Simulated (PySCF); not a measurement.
From one molecule to another.

First species: C5H5N3O2.
SMILES: `COC(=O)c1ccnnn1`

Second species: 2,4-difluoropyridine, C5H3F2N.
Bonds: F1–C2, C2–C3 (aromatic), C3–C4 (aromatic), C4–N5 (aromatic), N5–C6 (aromatic), C6–F7, C6–C8 (aromatic), C2–C8 (aromatic). Hydrogens: H9 on C3; H10 on C4; H11 on C8.

Levels: CAM-B3LYP/def2-SVPD for dipole moment, HOMO energy, LUMO energy, HOMO–LUMO gap, static isotropic polarisability and electronic spatial extent ⟨r²⟩ about the centre of nuclear charge; TDDFT CAM-B3LYP/def2-SVPD for lowest singlet excitation; TDA CAM-B3LYP/def2-SVPD for lowest triplet excitation (Tamm–Dancoff); GFN2-xTB for rotational constant A and rotational constant C. Geometries: GFN2-xTB. All species are isolated and taken at one optimised geometry, non-relativistic unless stated. Electronic properties by PySCF.

The conformers computed, where there is a choice (atom-mapped SMILES and torsion angles):
- `[CH3:1][O:2][C:3](=[O:4])[c:5]1[cH:6][cH:7][n:8][n:9][n:10]1`: C1–O2–C3–O4 0°, O2–C3–C5–C6 180°

Q: Which has the higher dipole moment?

A: The first: 3.28 D against 2.07 D, a difference of 1.21 D.

Q: Which of the two has the higher HOMO energy, and by how much?

A: The first: -8.75 eV against -9.35 eV, a difference of 0.60 eV.

Q: Which of the two has the higher LUMO energy, and by how much?

A: The second: -0.14 eV against -1.61 eV, a difference of 1.47 eV.

Q: Which of the two has the higher rotational constant A, and by how much?

A: The second: 4.003 GHz against 3.760 GHz, a difference of 0.243 GHz.

Q: Which has the higher T1 energy?

A: The second: 4.33 eV against 2.58 eV, a difference of 1.75 eV.

Q: Which of the two has the higher rotational constant C, and by how much?

A: The second: 1.234 GHz against 0.714 GHz, a difference of 0.520 GHz.

Q: Which has the higher static isotropic polarisability?

A: The first: 83.0 au against 62.0 au, a difference of 21.0 au.

Q: Which of the two has the higher HOMO–LUMO gap, and by how much?

A: The second: 9.21 eV against 7.14 eV, a difference of 2.07 eV.

On the first: The polarisability is 12.30 Å³ as a volume (1 au = 0.148185 Å³), or 1.15 au for each of the 72 electrons. A dipole of 3.28 D is allowed in Cs, and pure rotational transitions are dipole-allowed.

On the second: S1 lies 3.51 eV below the HOMO–LUMO gap; its leading configuration is HOMO→LUMO, weight 0.62. In wavenumbers S1 is 46000 cm⁻¹ (1 eV = 8065.54 cm⁻¹).
